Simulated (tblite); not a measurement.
Record of a relaxation.

Species: C3H7GeNO2.
Atom-mapped SMILES: `[CH2:1]=[N:2][C@@H:3]1[CH2:4][O:5][GeH2:6][O:7]1` (hydrogens: H8, H9 on C1; H10 on C3; H11, H12 on C4; H13, H14 on Ge6)

Computed with GFN2-xTB (tblite), gas phase: L-BFGS steps from a force-field or distance-geometry start until the largest atomic force falls under 0.01 eV/Å. 12 of its 88 geometries are shown.

Step 0: E = -624.7867 eV, largest atomic force 2.908 eV/Å
```
atom  x, y, z in Å  |  force x, y, z in eV/Å
C1      2.628   -0.007    0.314   -2.788  -0.745  -0.357
N2      1.534   -0.636    0.022    2.405   0.588   0.533
C3      0.238   -0.111    0.336    0.560  -0.147   0.213
C4     -0.848   -1.161    0.002    0.677  -1.524   0.518
O5     -2.123   -0.589   -0.043    0.494   0.827  -0.001
Ge6    -1.760    1.055   -0.613   -1.072   1.352  -0.554
O7      0.009    1.065   -0.418   -0.818  -0.519   0.147
H8      2.595    0.975    0.801    0.222  -0.134  -0.064
H9      3.586   -0.446    0.071   -0.275  -0.019  -0.068
H10     0.169    0.138    1.423    0.026  -0.134  -0.321
H11    -0.846   -1.956    0.793    0.021   0.520  -0.507
H12    -0.630   -1.660   -0.964    0.204   0.309   0.364
H13    -2.417    2.110    0.328    0.187  -0.389  -0.345
H14    -2.135    1.223   -2.105    0.159   0.014   0.443
```

Step 8: E = -625.0997 eV, largest atomic force 0.129 eV/Å
```
atom  x, y, z in Å  |  force x, y, z in eV/Å
C1      2.581   -0.001    0.314    0.079   0.037  -0.026
N2      1.555   -0.657    0.029   -0.004  -0.055  -0.033
C3      0.254   -0.145    0.340    0.058  -0.014   0.033
C4     -0.817   -1.194    0.021    0.013   0.031   0.028
O5     -2.060   -0.525   -0.028   -0.057  -0.113  -0.024
Ge6    -1.801    1.116   -0.638   -0.071   0.098  -0.036
O7     -0.047    1.012   -0.418    0.082   0.003   0.030
H8      2.596    0.981    0.796   -0.063  -0.032  -0.038
H9      3.538   -0.440    0.062   -0.034   0.036  -0.012
H10     0.195    0.107    1.412    0.013   0.002   0.049
H11    -0.857   -1.961    0.794   -0.036  -0.025   0.011
H12    -0.575   -1.652   -0.943   -0.001   0.000   0.052
H13    -2.434    2.106    0.309   -0.017  -0.046  -0.098
H14    -2.128    1.253   -2.103    0.038   0.077   0.065
```

Step 16: E = -625.1137 eV, largest atomic force 0.132 eV/Å
```
atom  x, y, z in Å  |  force x, y, z in eV/Å
C1      2.574   -0.002    0.289    0.017   0.022   0.012
N2      1.555   -0.679    0.026   -0.006  -0.011  -0.002
C3      0.260   -0.159    0.364    0.010  -0.013   0.006
C4     -0.818   -1.200    0.042    0.000   0.011  -0.029
O5     -2.060   -0.535   -0.055   -0.035  -0.063   0.016
Ge6    -1.790    1.112   -0.641   -0.055   0.115  -0.035
O7     -0.040    1.004   -0.385    0.044   0.036   0.040
H8      2.552    0.981    0.768    0.036   0.013  -0.033
H9      3.541   -0.414    0.034   -0.061   0.028  -0.030
H10     0.228    0.095    1.437   -0.021  -0.042   0.029
H11    -0.884   -1.968    0.813   -0.020   0.032   0.037
H12    -0.551   -1.663   -0.911    0.007  -0.069  -0.016
H13    -2.474    2.100    0.265    0.011  -0.030   0.046
H14    -2.095    1.325   -2.097    0.074  -0.027  -0.041
```

Step 24: E = -625.1446 eV, largest atomic force 0.219 eV/Å
```
atom  x, y, z in Å  |  force x, y, z in eV/Å
C1      2.543    0.034    0.206    0.009   0.020  -0.010
N2      1.544   -0.704    0.042   -0.127   0.178   0.017
C3      0.255   -0.194    0.432   -0.098   0.000   0.040
C4     -0.838   -1.215    0.068   -0.027  -0.104  -0.025
O5     -2.055   -0.545   -0.191    0.088  -0.024   0.018
Ge6    -1.756    1.138   -0.660    0.137   0.009   0.018
O7     -0.039    1.035   -0.207   -0.013  -0.065   0.041
H8      2.501    1.033    0.647    0.030  -0.002  -0.089
H9      3.507   -0.335   -0.110    0.012  -0.030   0.013
H10     0.247   -0.035    1.524    0.007   0.018  -0.029
H11    -0.982   -1.914    0.894   -0.110   0.013   0.027
H12    -0.519   -1.784   -0.808    0.054   0.058  -0.080
H13    -2.555    2.038    0.252    0.036  -0.027  -0.079
H14    -1.853    1.447   -2.140    0.003  -0.044   0.139
```

Step 32: E = -625.1979 eV, largest atomic force 0.226 eV/Å
```
atom  x, y, z in Å  |  force x, y, z in eV/Å
C1      2.456    0.125    0.017   -0.062  -0.123  -0.001
N2      1.503   -0.691    0.077    0.067   0.171   0.132
C3      0.230   -0.265    0.591   -0.025   0.071   0.057
C4     -0.874   -1.257    0.128    0.051   0.014  -0.117
O5     -1.947   -0.569   -0.482    0.117  -0.049   0.001
Ge6    -1.627    1.154   -0.664    0.006   0.064  -0.048
O7     -0.087    1.050    0.189   -0.082  -0.045   0.099
H8      2.418    1.169    0.337   -0.105  -0.051  -0.077
H9      3.401   -0.228   -0.374   -0.044  -0.048  -0.005
H10     0.280   -0.280    1.691    0.085  -0.031  -0.047
H11    -1.267   -1.812    0.988    0.062   0.023  -0.138
H12    -0.428   -1.950   -0.593   -0.034   0.002   0.084
H13    -2.678    1.898    0.113    0.021   0.093  -0.022
H14    -1.381    1.657   -2.072   -0.058  -0.090   0.082
```

Step 40: E = -625.2805 eV, largest atomic force 0.190 eV/Å
```
atom  x, y, z in Å  |  force x, y, z in eV/Å
C1      2.340    0.199   -0.150   -0.072   0.046  -0.088
N2      1.454   -0.620    0.176   -0.036  -0.101  -0.061
C3      0.196   -0.307    0.765    0.036  -0.041  -0.024
C4     -0.863   -1.268    0.150    0.089  -0.015   0.050
O5     -1.671   -0.576   -0.773    0.064  -0.016  -0.032
Ge6    -1.500    1.173   -0.624    0.057  -0.025  -0.022
O7     -0.261    1.021    0.635    0.126  -0.004   0.001
H8      2.289    1.284   -0.035   -0.128   0.014  -0.017
H9      3.240   -0.207   -0.595   -0.027   0.054   0.082
H10     0.337   -0.521    1.835   -0.190   0.001   0.002
H11    -1.500   -1.700    0.924    0.019   0.052   0.107
H12    -0.336   -2.074   -0.364   -0.003  -0.004  -0.057
H13    -2.736    1.836   -0.080    0.042   0.026   0.050
H14    -0.991    1.759   -1.915    0.023   0.013   0.009
```

Step 47: E = -625.3223 eV, largest atomic force 0.401 eV/Å
```
atom  x, y, z in Å  |  force x, y, z in eV/Å
C1      2.236    0.232   -0.223   -0.108  -0.117   0.111
N2      1.449   -0.638    0.221    0.317   0.245  -0.008
C3      0.197   -0.346    0.813   -0.008   0.012  -0.012
C4     -0.841   -1.280    0.155   -0.141   0.030  -0.062
O5     -1.528   -0.581   -0.862    0.124   0.031   0.127
Ge6    -1.406    1.172   -0.613   -0.080  -0.022   0.195
O7     -0.242    0.988    0.732   -0.223  -0.032  -0.212
H8      2.084    1.319   -0.194   -0.086  -0.209  -0.032
H9      3.159   -0.140   -0.641    0.058   0.114  -0.077
H10     0.276   -0.615    1.871    0.109   0.024   0.142
H11    -1.546   -1.610    0.921   -0.091  -0.106  -0.061
H12    -0.316   -2.138   -0.277   -0.151   0.076  -0.004
H13    -2.682    1.829   -0.111    0.189  -0.104  -0.006
H14    -0.840    1.806   -1.845    0.090   0.058  -0.100
```

Step 55: E = -625.3704 eV, largest atomic force 0.092 eV/Å
```
atom  x, y, z in Å  |  force x, y, z in eV/Å
C1      2.135    0.256   -0.282   -0.058   0.010  -0.048
N2      1.481   -0.627    0.316   -0.033  -0.006  -0.001
C3      0.201   -0.386    0.884   -0.013  -0.024  -0.011
C4     -0.832   -1.289    0.165   -0.020   0.017  -0.046
O5     -1.363   -0.576   -0.929    0.009   0.016   0.035
Ge6    -1.300    1.169   -0.609    0.003   0.009   0.092
O7     -0.274    0.937    0.823   -0.009   0.005  -0.019
H8      1.817    1.297   -0.399   -0.008  -0.005   0.006
H9      3.089   -0.017   -0.710   -0.014  -0.028   0.033
H10     0.267   -0.680    1.939    0.023   0.033   0.025
H11    -1.633   -1.548    0.864    0.051  -0.017   0.000
H12    -0.353   -2.197   -0.205    0.017   0.029  -0.011
H13    -2.583    1.799   -0.135    0.005  -0.037  -0.029
H14    -0.651    1.861   -1.774    0.049  -0.003  -0.026
```

Step 63: E = -625.3751 eV, largest atomic force 0.054 eV/Å
```
atom  x, y, z in Å  |  force x, y, z in eV/Å
C1      2.104    0.255   -0.303    0.019   0.013   0.018
N2      1.472   -0.623    0.324   -0.010  -0.004   0.025
C3      0.196   -0.387    0.901   -0.002  -0.013   0.000
C4     -0.827   -1.286    0.165   -0.006  -0.004   0.003
O5     -1.346   -0.563   -0.928    0.026  -0.035   0.032
Ge6    -1.276    1.179   -0.599   -0.020  -0.016   0.038
O7     -0.281    0.936    0.851   -0.019   0.002  -0.024
H8      1.772    1.290   -0.433    0.002  -0.001  -0.015
H9      3.063   -0.016   -0.718    0.002  -0.006  -0.041
H10     0.275   -0.680    1.955   -0.037  -0.007  -0.010
H11    -1.633   -1.559    0.852    0.016   0.002   0.009
H12    -0.339   -2.190   -0.206    0.010   0.036  -0.024
H13    -2.585    1.775   -0.164   -0.005   0.025  -0.012
H14    -0.595    1.868   -1.750    0.023   0.008   0.000
```

Step 71: E = -625.3774 eV, largest atomic force 0.028 eV/Å
```
atom  x, y, z in Å  |  force x, y, z in eV/Å
C1      2.088    0.253   -0.310   -0.004   0.000  -0.028
N2      1.471   -0.616    0.343   -0.001  -0.010   0.022
C3      0.193   -0.386    0.916   -0.001  -0.004   0.001
C4     -0.817   -1.286    0.165    0.007  -0.006   0.005
O5     -1.335   -0.560   -0.924    0.002  -0.016   0.003
Ge6    -1.270    1.180   -0.592    0.000   0.011   0.015
O7     -0.293    0.934    0.869   -0.014   0.023  -0.006
H8      1.746    1.282   -0.464   -0.005   0.024   0.000
H9      3.038   -0.020   -0.744    0.017  -0.012   0.005
H10     0.259   -0.685    1.969   -0.004  -0.001  -0.002
H11    -1.622   -1.572    0.846   -0.008  -0.025   0.003
H12    -0.315   -2.178   -0.213    0.001  -0.008  -0.007
H13    -2.590    1.781   -0.196    0.007   0.012   0.006
H14    -0.553    1.873   -1.718    0.003   0.013  -0.017
```

Step 79: E = -625.3779 eV, largest atomic force 0.025 eV/Å
```
atom  x, y, z in Å  |  force x, y, z in eV/Å
C1      2.086    0.252   -0.311    0.013   0.005  -0.005
N2      1.471   -0.612    0.350   -0.020  -0.015  -0.001
C3      0.190   -0.383    0.919    0.001  -0.008   0.007
C4     -0.814   -1.290    0.165    0.011   0.004   0.000
O5     -1.342   -0.561   -0.919   -0.009  -0.010   0.001
Ge6    -1.271    1.181   -0.592    0.003   0.008   0.010
O7     -0.295    0.936    0.869   -0.013   0.006  -0.009
H8      1.746    1.281   -0.469   -0.005  -0.005  -0.008
H9      3.036   -0.027   -0.742    0.010   0.007   0.003
H10     0.253   -0.680    1.972    0.000  -0.009   0.014
H11    -1.615   -1.592    0.845    0.001   0.010  -0.005
H12    -0.305   -2.174   -0.221    0.008   0.009  -0.004
H13    -2.586    1.792   -0.196   -0.003   0.003   0.006
H14    -0.554    1.876   -1.719    0.002  -0.005  -0.010
```

Step 87: E = -625.3782 eV, largest atomic force 0.010 eV/Å
```
atom  x, y, z in Å  |  force x, y, z in eV/Å
C1      2.087    0.249   -0.310    0.000   0.002   0.002
N2      1.471   -0.612    0.355    0.002   0.001   0.002
C3      0.189   -0.382    0.919    0.001  -0.005  -0.001
C4     -0.812   -1.289    0.163    0.000   0.002  -0.002
O5     -1.351   -0.560   -0.914    0.005  -0.004  -0.001
Ge6    -1.273    1.183   -0.592    0.001   0.008   0.005
O7     -0.296    0.938    0.867    0.004   0.003  -0.004
H8      1.744    1.276   -0.475    0.001  -0.004  -0.004
H9      3.040   -0.029   -0.735   -0.001   0.002   0.003
H10     0.248   -0.678    1.973    0.001  -0.003  -0.001
H11    -1.610   -1.601    0.843    0.002  -0.004   0.002
H12    -0.296   -2.167   -0.230   -0.007   0.001   0.001
H13    -2.582    1.802   -0.188   -0.009   0.003  -0.001
H14    -0.559    1.868   -1.727    0.000  -0.002  -0.001
```

Task: Summarise the path.

Result: The energy falls by 57.07 kJ/mol from step 0 to step 87; nine tenths of that is first reached at step 47. It falls at every step. The largest force goes from 2.908 to 0.010 eV/Å. Among the bonds Ge6–H13 changes most, from 1.559 to 1.503 Å; the atoms move by 1.010 Å rms after alignment.

Task: Follow the three bonds and two angles with the largest change from start to end.

Result: 
| step | E above end (kJ/mol) | largest force (eV/Å) | Ge6–H13 (Å) | C1=N2 (Å) | Ge6–H14 (Å) | C4–O5–Ge6 (°) | C3–O7–Ge6 (°) |
| --- | --- | --- | --- | --- | --- | --- | --- |
| 0 | 57.07 | 2.908 | 1.559 | 1.296 | 1.548 | 101.7 | 102.4 |
| 4 | 28.52 | 0.315 | 1.489 | 1.255 | 1.489 | 108.0 | 108.6 |
| 8 | 26.87 | 0.129 | 1.509 | 1.251 | 1.507 | 108.8 | 109.0 |
| 11 | 26.40 | 0.135 | 1.505 | 1.252 | 1.504 | 108.6 | 109.1 |
| 15 | 25.64 | 0.090 | 1.504 | 1.252 | 1.501 | 109.0 | 109.6 |
| 19 | 24.90 | 0.163 | 1.507 | 1.252 | 1.507 | 109.5 | 110.1 |
| 23 | 23.09 | 0.276 | 1.507 | 1.253 | 1.513 | 110.4 | 111.2 |
| 26 | 21.64 | 0.158 | 1.514 | 1.254 | 1.515 | 111.5 | 111.9 |
| 30 | 19.49 | 0.461 | 1.485 | 1.252 | 1.487 | 112.7 | 113.6 |
| 34 | 15.89 | 0.351 | 1.511 | 1.255 | 1.522 | 112.4 | 112.4 |
| 38 | 10.55 | 0.215 | 1.502 | 1.252 | 1.496 | 112.1 | 112.1 |
| 42 | 8.39 | 0.178 | 1.506 | 1.251 | 1.514 | 112.0 | 111.6 |
| 45 | 7.11 | 0.259 | 1.519 | 1.253 | 1.507 | 111.6 | 110.7 |
| 49 | 3.71 | 0.413 | 1.504 | 1.255 | 1.501 | 109.6 | 110.4 |
| 53 | 1.12 | 0.134 | 1.505 | 1.252 | 1.504 | 110.3 | 110.8 |
| 57 | 0.59 | 0.048 | 1.505 | 1.251 | 1.506 | 110.0 | 110.6 |
| 61 | 0.39 | 0.050 | 1.503 | 1.250 | 1.504 | 110.2 | 110.4 |
| 64 | 0.26 | 0.042 | 1.503 | 1.251 | 1.505 | 110.2 | 110.3 |
| 68 | 0.14 | 0.051 | 1.503 | 1.251 | 1.506 | 110.3 | 110.2 |
| 72 | 0.07 | 0.025 | 1.504 | 1.250 | 1.504 | 110.4 | 110.4 |
| 76 | 0.04 | 0.021 | 1.504 | 1.250 | 1.506 | 110.5 | 110.4 |
| 79 | 0.03 | 0.025 | 1.503 | 1.250 | 1.505 | 110.6 | 110.4 |
| 83 | 0.01 | 0.020 | 1.503 | 1.250 | 1.507 | 110.6 | 110.5 |
| 87 | 0.00 | 0.010 | 1.503 | 1.250 | 1.506 | 110.7 | 110.5 |

The cost below is that of the whole relaxation. The run took 0.85 s of wall time on one thread of an Arm Neoverse N1, no GPU (shared host).
